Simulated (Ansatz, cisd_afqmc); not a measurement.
Species: GeBr₂, charge 0, singlet. GeBr2 (SMILES [Br][Ge][Br]).
B3LYP-D3(BJ)/def2-TZVP minimum from Ansatz (a program for electronic structure):
```xyz
3

Ge    -0.0024    -0.0017     1.0279
Br     1.0252    -1.5196    -0.4700
Br    -1.0230     1.5212    -0.4697
```
Charge 0, spin multiplicity 1.

Total energies in cc-pVDZ, 18 correlated electrons, 42 frozen orbitals. Radicals and triplets start from unrestricted determinants; spin-orbit coupling is neglected. Cores are frozen in correlated methods (noble-gas shells, and filled d and f shells in the p block). No relativity. AFQMC is phaseless with a CISD trial state; ± is one standard error, without the phaseless bias. Outlying blocks are dropped, and bars are widened where a walk drifts. Over all cases where full CI ran beside it in this data, AFQMC minus full CI had a median of +0.1 mEh and passed +0.4 mEh in a tenth of the cases. Spin-orbit terms, left out, reach several kcal/mol for Br and I, and more for heavier atoms.

| method | program | energy (Eh) | minus CCSDTQ (mEh) |
|---|---|---|---|
| HF | Ansatz | -7220.19794 | 338.00 |
| MP2 | Ansatz | -7220.49604 | 39.90 |
| CCSD | Ansatz | -7220.52490 | 11.04 |
| CCSD(T) | Ansatz | -7220.53411 | 1.83 |
| CCSDT(Q) | Ansatz | -7220.53598 | -0.04 |
| CCSDTQ | Ansatz | -7220.53594 | 0.00 |
| AFQMC/CISD | cisd_afqmc | -7220.5356 ± 0.0004 | 0.3 ± 0.4 |

Rough core times of Ansatz's runs on a shared machine: CCSD(T) under 20 s, CCSDT(Q) 40 s, CCSDTQ 40 min.
